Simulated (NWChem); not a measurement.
System: BaBrF; SMILES [F][Ba][Br]

```xyz
3

Ba    -0.3040    -0.8875     0.0000
F      1.3309    -2.3955     0.0000
Br     0.1442     2.0360     0.0000
```
Atoms are numbered in this order, from 1.

The geometry was optimised at PBE0/def2-SVP. def2 effective core potentials on Ba; no spin-orbit coupling.

Symmetry labels are those of Cs in the frame above (b1 and b2, or b-type labels, depend on it).

List the 4 lowest vertical singlet excitations from PBE/def2-SVPD with def2 effective core potentials on Ba, full TDDFT (NWChem).


| state | energy (eV) | oscillator strength | symmetry | leading excitation (squared amplitude) |
|---|---|---|---|---|
| S1 | 3.41 | 0.006 | a' | HOMO → LUMO (1.00) |
| S2 | 3.49 | 0.009 | a" | HOMO−1 → LUMO (1.00) |
| S3 | 3.80 | 0.017 | a' | HOMO−2 → LUMO (0.99) |
| S4 | 4.30 | 0.001 | a" | HOMO → LUMO+1 (0.98) |
